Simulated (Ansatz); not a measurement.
Frontier orbitals of F$_{6}$Sb− (`[F][Sb-]([F])([F])([F])([F])[F]`).

```xyz
7

F     0.345    0.531    1.787
Sb    0.000    0.000    0.000
F    -1.281   -1.252    0.620
F    -1.354    1.320   -0.131
F     1.281    1.252   -0.620
F     1.354   -1.320    0.131
F    -0.345   -0.531   -1.786
```

Charge -1, multiplicity 1. Correlated methods include outer-core shells of Sb, which these sets cover unevenly. Sb takes the def2 core potential. All single points use the PBE0-D4/def2-TZVPD geometry. Basis def2-TZVPPD, the Gaussian-basis code of Ansatz.

| functional | HOMO (eV) | LUMO (eV) | gap (eV) |
| --- | --- | --- | --- |
| PBE | -4.32 | 1.70 | 6.02 |
| BLYP | -4.28 | 1.68 | 5.96 |
| PBE0 | -6.46 | 2.67 | 9.13 |
| CAM-B3LYP | -8.07 | 3.45 | 11.52 |
| ωB97X-V | -9.04 | 4.51 | 13.55 |
| ωB97M-V | -9.03 | 4.03 | 13.06 |

Against PBE, PBE0 changes HOMO and LUMO by −2.14 and +0.97 eV, ωB97M-V by −4.71 and +2.33 eV. A gap of 6.02 eV thus becomes 13.05 eV for the same molecule, so an orbital gap means little without its functional. A positive LUMO is unbound and depends on the basis.
